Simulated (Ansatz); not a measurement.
Ideal-gas functions of C₂Cl₂FI (`F/C(Cl)=C(/Cl)I`) at 400 K and 1 bar, from an Ansatz frequency run at PBE0-D4/def2-TZVP.

Molar mass 240.83 g/mol, point group Cs (symmetry number 1), electronic degeneracy 1, moments of inertia 222.045, 710.829, 932.874 u Å². Harmonic wavenumbers (cm⁻¹, unscaled): 104, 145, 198, 254, 301, 412, 511, 568, 789, 962, 1205, 1701.

Use S(trans) = R[1.5 ln M + 2.5 ln T − 1.1517]; rotational temperatures θ = 24.2544 K / I; S(rot) = R[ln(√π/σ · √(T³/θAθBθC)) + 1.5]; for each mode x = 1.438777 ν̃/T, S = R[x/(eˣ − 1) − ln(1 − e⁻ˣ)] and H = RT x/(eˣ − 1); 1 cm⁻¹ = 0.0119627 kJ/mol; R = 8.31446 J/(mol·K).

By hand: the entropy, in J/(mol·K).

Translation 183.4. Rotation: θ = 0.1092, 0.0341, 0.026 K, giving 130.4. Vibration, mode by mode: 16.54, 13.82, 11.31, 9.35, 8.05, 5.77, 4.33, 3.68, 1.97, 1.20, 0.59, 0.13, in all 76.7. Electronic 0.0. Sum 390.5 J/(mol·K).

By hand: H − E and G − E in kJ/mol, counted from the electronic energy.

Zero-point energy ½ × 7150 × 0.0119627 = 42.8; thermal vibration 16.3; translation, rotation and pV give 4 RT = 13.3. H − E = 72.4 kJ/mol, and G − E = 72.4 − 400 × 390.5/1000 = -83.8 kJ/mol.

Vibration gives 20 % of the entropy, 30.4 J/(mol·K) of it from the modes under 150 cm⁻¹: soft modes count most, and the harmonic formula is weakest for them.
